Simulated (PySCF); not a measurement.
C3H4FNSSi, SMILES Fc1scnc1[SiH3].

Geometry optimised at ωB97X-D3(BJ)/def2-SVP. The structure was generated by enumeration, and PubChem lists no compound with its InChIKey, so it may never have been made.

These are PySCF with PBE/def2-TZVP values and carry that method's errors.

Symmetry labels are those of the subgroup Cs that the program uses (full group Cs).

List the valence orbital energies around the gap with their symmetry. (The exact figures need the calculation; the answer reports its results.)


```csv
orbital,symmetry,energy (eV)
HOMO−7,A",-10.20
HOMO−6,A',-9.66
HOMO−5,A",-8.56
HOMO−4,A',-8.45
HOMO−3,A',-8.43
HOMO−2,A",-7.29
HOMO−1,A',-6.67
HOMO,A",-6.30
LUMO,A",-1.93
LUMO+1,A',-1.18
LUMO+2,A",-0.90
LUMO+3,A',0.01
```
